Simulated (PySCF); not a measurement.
Start geometry of `CC#[N+][BH2-]P` from GFN2-xTB (Å):
```
atom  x, y, z in Å
C1     2.242    0.503   -0.109
C2     0.960   -0.008    0.265
N3    -0.089   -0.401    0.542
B4    -1.457   -0.825    0.785
P5    -2.493    0.099   -0.638
H6     2.150    1.145   -0.987
H7     2.661    1.082    0.715
H8     2.915   -0.324   -0.340
H9    -1.525   -2.001    0.637
H10   -1.796   -0.431    1.852
H11   -1.649   -0.201   -1.707
H12   -1.918    1.361   -0.496
```

**Question.** What comes out of this run: PySCF, PBE0-D3(BJ)/def2-SVP geometry optimisation, gas phase?

**Answer.** 
```
atom  x, y, z in Å
C1     2.3695    0.4865   -0.0605
C2     1.0387    0.0167    0.2537
N3    -0.0328   -0.3415    0.4798
B4    -1.4701   -0.7829    0.7283
P5    -2.6719    0.0412   -0.6065
H6     2.3365    1.1420   -0.9438
H7     2.7791    1.0521    0.7892
H8     3.0297   -0.3670   -0.2730
H9    -1.4898   -1.9985    0.6193
H10   -1.7668   -0.4075    1.8513
H11   -1.9166   -0.2354   -1.7922
H12   -2.2037    1.3931   -0.5283
```

The energy falls by 15.3 kJ/mol over 5 energy and gradient evaluations, the largest force component goes from 0.0328 to 3.7e-04 Eh/bohr, and the atoms move by 0.163 Å rms after alignment. The bond that changes most is N3–B4 (ends: nitrogen bonded to B and C; four-coordinate boron), which lengthens by 0.071 Å. Bonds longer at the end by more than 0.005 Å: 9 of 11; shorter: 1. Among the angles that change most is N3–B4–P5, from 103.6° to 110.0°. Rotational constants go from 10344, 1706, 1514 to 11679, 1504, 1375 MHz. The orientation of the end geometry is arbitrary; only internal coordinates are fixed.

The run used 109 basis functions and 36 SCF cycles in all.

No frequency check. One conformer, not necessarily the lowest.
